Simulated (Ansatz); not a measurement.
A search over several starts for the lowest SCF solution of Be2S2 at the given spin, in a small basis.

```yaml
crystal:
  periodic: [false, false, false]
  atoms:
    - {symbol: Be, position_ang: [1.015203, 0.144702, 0.052051]}
    - {symbol: Be, position_ang: [-1.015305, -0.144702, -0.052149]}
    - {symbol: S, position_ang: [-0.243061, 1.619390, 0.239820]}
    - {symbol: S, position_ang: [0.243163, -1.619390, -0.239721]}
basis:
  gaussian: {orbitals: def2-SVP}
hamiltonian: {xc: pbe0, dispersion: d4}
output: {orbitals: {seedname: orbitals}}
```

```sh
$ ansatz run in.yaml --threads 4 --pin off --events-out ev --progress --plain --max-ram 3916MiB
```

It prints (some lines left out):

```
Functional definition: PBE0
572 factors; integrals over basis functions are off by at most 2.7e-4 eV
mean field evaluation 1: about -22457.9155 eV, gradient 2.2e1 eV
mean field evaluation 2: about -22457.9422 eV, gradient 2.3e1 eV
mean field evaluation 4: about -22459.5654 eV, gradient 6.6e-1 eV
mean field evaluation 8: about -22459.7216 eV, gradient 1.6e-2 eV
mean field evaluation 16: about -22459.7216 eV, gradient 6.2e-5 eV
mean field -22459.72156880 eV, -825.3795439073 hartree, gradient 6.2e-5 eV, S^2 0.000000; 0 other end points of the search recorded, 0 dependent functions left out
reference -22459.72159938 eV, -825.3795450312 hartree; 20, 20 occupied and 34, 34 virtual orbitals, 572 factors
Total energy: -22459.81815317 eV, -825.3830933176 hartree
```

It took 0.4 s on 4 threads of Arm Neoverse V2 on a shared host.

The structure comes from a short search, and lower isomers may exist.
